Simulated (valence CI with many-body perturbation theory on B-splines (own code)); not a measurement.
E1 line list for Nd28+

Calculated by configuration interaction combined with many-body perturbation theory (CI+MBPT): four valence electrons over a frozen Dirac-Fock core [Ar] 3d10, a basis of 11 s, 11 p, 9 d, 7 f, 5 g, 2 h, 1 i functions for each j, with the one-electron correlation potential Σ1 (screened to all orders), the two-electron term Σ2, the three-electron term Σ3, Breit, model QED; selected single and double excitations, second order for the rest (own B-spline code, finite nucleus).

No measured spectrum was set against this ion. As an estimate, large intervals hold to a few tenths of a per cent, small ones and those within an open d or f shell to about a per cent.

Lines 151 to 200 of 221 in falling wavelength, among levels below 2088500 cm⁻¹, chosen from the strongest by gf and those to the six lowest levels. Wavelengths and rates use the calculated energies. Electric multipoles are in the length gauge, E1 and E2 with the static RPA response of the core. Weak lines are less certain than strong ones. Lines between different terms over intervals too small for the method are left out, as are lines whose strength nearly cancels. Where a level lies close to another of its J and parity, the split of strength between their lines is uncertain. The highest levels of a list are the least certain.

Levels are named by their leading jj configuration (3d3/2^4 stands for four electrons in 3d with j = 3/2), which in mixed levels can hold well under half, so a name can repeat and another be missing. Letters in brackets count levels of one name in rising energy.

```tsv
λ vac (Å)	Upper	Lower	A (s⁻¹)	S (a.u.)
102.1	(4s 4p1/2 4p3/2 4d5/2) J=3 [c]	(4s 4p1/2 4p3/2^2) J=3	4.94e+10	1.81e-01
101.3	(4s 4p1/2 4p3/2 4d5/2) J=2 [d]	(4s 4p1/2 4p3/2^2) J=2 [b]	3.76e+10	9.64e-02
101.0	(4s 4p1/2 4p3/2 4d5/2) J=1 [b]	(4s 4p1/2 4p3/2^2) J=0	2.29e+10	3.48e-02
100.7	(4s 4p1/2 4p3/2 4d5/2) J=2 [e]	(4s 4p1/2 4p3/2^2) J=1 [a]	7.93e+10	2.00e-01
99.93	(4s 4p3/2^3) J=2	(4s^2 4p1/2 4p3/2) J=2	2.29e+10	5.64e-02
99.65	(4s 4p1/2 4p3/2 4d3/2) J=1 [e]	(4s 4p1/2 4p3/2^2) J=2 [b]	2.53e+10	3.71e-02
99.18	(4s 4p1/2 4p3/2 4d5/2) J=2 [e]	(4s 4p1/2 4p3/2^2) J=2 [b]	7.82e+10	1.88e-01
99.14	(4s^2 4p3/2 4d5/2) J=3	(4s^2 4p3/2^2) J=2	3.84e+11	1.29e+00
98.95	(4p3/2^4) J=0	(4s 4p1/2 4p3/2^2) J=1 [a]	7.12e+10	3.40e-02
98.92	(4s 4p1/2^2 4d5/2) J=2	(4s 4p1/2^2 4p3/2) J=2	1.35e+09	3.21e-03
98.91	(4s 4p1/2 4p3/2 4d3/2) J=1 [e]	(4s 4p1/2 4p3/2^2) J=0	9.35e+10	1.34e-01
97.55	(4s 4p3/2^3) J=2	(4s^2 4p1/2 4p3/2) J=1	1.07e+09	2.45e-03
97.41	(4s 4p1/2 4p3/2 4d5/2) J=3 [c]	(4s 4p1/2 4p3/2^2) J=2 [a]	2.08e+11	6.65e-01
97.11	(4s 4p1/2 4p3/2 4d5/2) J=3 [d]	(4s 4p1/2 4p3/2^2) J=2 [a]	2.09e+10	6.62e-02
96.94	(4s 4p1/2 4p3/2 4d3/2) J=1 [a]	(4s 4p1/2^2 4p3/2) J=2	5.84e+09	7.88e-03
96.62	(4s^2 4p3/2 4d5/2) J=1	(4s^2 4p3/2^2) J=2	1.62e+09	2.16e-03
96.19	(4s 4p1/2 4p3/2 4d5/2) J=2 [a]	(4s 4p1/2^2 4p3/2) J=1	2.24e+10	4.91e-02
95.99	(4s 4p1/2 4p3/2 4d3/2) J=2 [a]	(4s 4p1/2^2 4p3/2) J=2	2.07e+10	4.51e-02
95.58	(4s 4p1/2 4p3/2^2) J=1 [a]	(4s^2 4p1/2^2) J=0	2.45e+10	3.17e-02
95.00	(4s 4p1/2 4p3/2 4d3/2) J=3 [a]	(4s 4p1/2^2 4p3/2) J=2	1.86e+10	5.51e-02
93.14	(4p1/2 4p3/2^3) J=1	(4s 4p1/2^2 4p3/2) J=2	4.40e+07	5.26e-05
92.87	(4p1/2 4p3/2^3) J=2	(4s 4p1/2^2 4p3/2) J=2	1.64e+10	3.25e-02
92.04	(4s 4p1/2 4p3/2 4d3/2) J=1 [c]	(4s 4p1/2^2 4p3/2) J=1	1.05e+11	1.22e-01
92.04	(4s 4p3/2^3) J=1	(4s^2 4p1/2 4p3/2) J=2	1.18e+10	1.36e-02
91.87	(4s 4p1/2 4p3/2^2) J=1 [b]	(4s^2 4p1/2^2) J=0	5.24e+10	6.02e-02
91.06	(4s 4p3/2^2 4d5/2) J=4	(4s 4p1/2 4p3/2^2) J=3	4.94e+10	1.66e-01
90.26	(4s 4p1/2 4p3/2 4d3/2) J=1 [e]	(4s 4p1/2 4p3/2^2) J=2 [a]	5.35e+10	5.83e-02
90.02	(4s 4p3/2^3) J=1	(4s^2 4p1/2 4p3/2) J=1	1.55e+11	1.67e-01
89.87	(4s 4p1/2 4p3/2 4d5/2) J=2 [e]	(4s 4p1/2 4p3/2^2) J=2 [a]	2.62e+10	4.69e-02
88.88	(4s 4p1/2 4p3/2 4d5/2) J=2 [a]	(4s 4p1/2^2 4p3/2) J=2	1.65e+08	2.86e-04
88.29	(4s 4p1/2 4p3/2 4d5/2) J=3 [a]	(4s 4p1/2^2 4p3/2) J=2	2.42e+11	5.75e-01
88.11	(4s^2 4p3/2 4d3/2) J=2	(4s^2 4p1/2 4p3/2) J=2	2.33e+11	3.93e-01
88.06	(4s 4p1/2 4p3/2 4d3/2) J=1 [d]	(4s 4p1/2^2 4p3/2) J=1	2.07e+11	2.09e-01
86.70	(4s^2 4p3/2 4d3/2) J=3	(4s^2 4p1/2 4p3/2) J=2	4.20e+11	9.46e-01
86.42	(4s 4p1/2 4p3/2 4d3/2) J=2 [b]	(4s 4p1/2^2 4p3/2) J=2	4.20e+11	6.69e-01
86.27	(4s 4p1/2 4p3/2 4d3/2) J=3 [b]	(4s 4p1/2^2 4p3/2) J=2	1.00e+10	2.22e-02
86.25	(4s^2 4p3/2 4d3/2) J=2	(4s^2 4p1/2 4p3/2) J=1	2.08e+11	3.29e-01
86.07	(4s 4p1/2 4p3/2 4d3/2) J=1 [b]	(4s 4p1/2^2 4p3/2) J=2	4.27e+11	4.04e-01
85.71	(4s 4p1/2 4p3/2 4d3/2) J=2 [c]	(4s 4p1/2^2 4p3/2) J=1	3.60e+11	5.59e-01
85.58	(4s 4p1/2 4p3/2 4d5/2) J=2 [b]	(4s 4p1/2^2 4p3/2) J=2	2.77e+10	4.29e-02
85.35	(4s 4p1/2 4p3/2 4d5/2) J=3 [b]	(4s 4p1/2^2 4p3/2) J=2	7.11e+10	1.53e-01
85.33	(4s^2 4p3/2 4d3/2) J=0	(4s^2 4p1/2 4p3/2) J=1	3.76e+11	1.15e-01
85.33	(4s 4p1/2 4p3/2 4d3/2) J=1 [c]	(4s 4p1/2^2 4p3/2) J=2	2.45e+06	2.26e-06
85.31	(4s^2 4p3/2 4d3/2) J=1	(4s^2 4p1/2 4p3/2) J=2	5.22e+10	4.80e-02
85.31	(4s 4p1/2 4p3/2 4d3/2) J=0 [b]	(4s 4p1/2^2 4p3/2) J=1	2.26e+11	6.91e-02
84.32	(4s^2 4p1/2 4d3/2) J=1	(4s^2 4p1/2^2) J=0	4.46e+11	3.96e-01
83.57	(4s^2 4p3/2 4d3/2) J=1	(4s^2 4p1/2 4p3/2) J=1	1.82e+11	1.58e-01
83.29	(4s 4p1/2 4p3/2 4d5/2) J=0	(4s 4p1/2^2 4p3/2) J=1	1.16e+11	3.31e-02
83.27	(4s 4p1/2 4p3/2 4d5/2) J=2 [c]	(4s 4p1/2^2 4p3/2) J=1	3.80e+10	5.41e-02
83.17	(4s^2 4p3/2 4d5/2) J=2	(4s^2 4p1/2 4p3/2) J=2	1.43e+10	2.03e-02
```
